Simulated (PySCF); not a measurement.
Br₃Fe, SMILES [Br][Fe-]([Br])[Br] (connectivity only; charge and spin as stated), charge -1, multiplicity 5.

Geometry: PBE0-D3(BJ)/def2-SVPD. The multiplicity is an assumed one; other spin states were not compared.

Level of theory: PBE/def2-SVPD run with PySCF.

The molecule is in vacuum.

Question: Estimate the frontier levels, dipole moment and polarisability. (The exact figures need the calculation; the answer reports its results.)

Answer: 
```
Quantity                                                             Value
------------------------------------------------  ------------------------
α spin, highest occupied and lowest empty level          -2.10 and 2.39 eV
β spin, highest occupied and lowest empty level          -0.76 and 0.12 eV
dipole moment about the centre of nuclear charge                 0.000 e·Å
mean static polarisability                          125.3 bohr³ (18.57 Å³)
polarisability, principal values                  91.6, 142.2, 142.2 bohr³
⟨S²⟩                                               6.013 (pure state 6.00)
```
